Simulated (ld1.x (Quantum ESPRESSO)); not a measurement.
**iodine: one change to an ultrasoft potential, before and after**

* Element: I
* Generator: ld1.x (Quantum ESPRESSO) 7.5
* Type: ultrasoft
* Functional: PBEsol
* Relativity: scalar-relativistic
* Frozen core: [Kr] 4d10
* Valence charge: 7
* Reference configuration: 5s2 5p5
* Partial waves: 5s (bound): rcut 1.40, rcutus 1.85 bohr; 5s channel at 0.15 Ry: rcut 1.40, rcutus 1.85 bohr; 5p (bound): rcut 2.00, rcutus 2.30 bohr; 5p channel at 2.2 Ry: rcut 2.00, rcutus 2.30 bohr
* Local potential: all-electron potential smoothed inside 2.00 bohr (lloc = -1)
* Core correction: a·sin(br)/r model core inside 1.15 bohr
* Augmentation charge: built from norm-conserving waves at rcut, not smoothed further

Change: core correction none.

Cutoffs: the cutoffs (Ry, on a coarse ladder) from which the occupation-weighted sum of valence levels, in a spherical-Bessel basis at the reference potential, stays within 10 and 1 mRy of its value at 400 Ry; they do not see the model core or the augmentation charge, which bear on the density cutoff. Errors are all-electron minus pseudo energies relative to the spin-unpolarised reference configuration.

What does the change do?

Both files keep a bound ghost (d); of the 7 tests that both files solve, the error grows in 0 and shrinks in 4 by more than 15 % and 0.3 meV (median size 63.9 → 30.4 meV).

```csv
quantity,base,changed
bound ghosts,d,d
"error for 5s2 5p4, meV [ΔE 11.15 eV]",-17,-17
"error for 5s2 5p3, meV [ΔE 31.03 eV]",-75,-67
"error for 5s2 5p2, meV [ΔE 60.42 eV]",-171,-136
"error for 5s2 5p1, meV [ΔE 99.91 eV]",-281,-172
"error for 5s1 5p5, meV [ΔE 22.16 eV]",-64,-30
"error for 5s2 5p5.3, meV [ΔE -1.79 eV]",-0.3,-0.3
"error for 5s1 5p6, meV [ΔE 10.45 eV]",-22,+1.6
s: phases at 2.49 bohr within 0.05 rad from the reference energy up to (Ry; the scan ends near 5),3.5,3.5
p: phases at 2.49 bohr within 0.05 rad from the reference energy up to (Ry; the scan ends near 5),1.8,1.8
lowest overlap eigenvalue by channel,"s 0.39, p 0.61","s 0.39, p 0.61"
```

 A true bound ghost makes a file unfit for plane-wave use even where its test errors are small: the radial tests pick states by their node count and pass the ghost by.
